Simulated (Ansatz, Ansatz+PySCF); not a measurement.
```xyz
2

Mn    0.0000    0.0000    0.0000
H     0.0000    0.0000    3.9790
```

Basis set: def2-SVP (spherical functions). Charge 0, multiplicity 7.

Computed with Ansatz (development build ahead of 0.2.0); each method stands on the lowest determinant of its kind that the runs found.

**Question.** Give the atomization energy at this shape (free ground-state atoms in the same class of orbitals less the molecule, no zero-point energy) of septet MnH by PBE0 (unrestricted), UHF.

**Answer.**

```tsv
method	atomization energy
PBE0 (unrestricted)	0.01 eV
UHF	0.00 eV
```

Caution: the shape is not the minimum. Caution for PBE0 (unrestricted): charge can spread falsely over distant fragments.
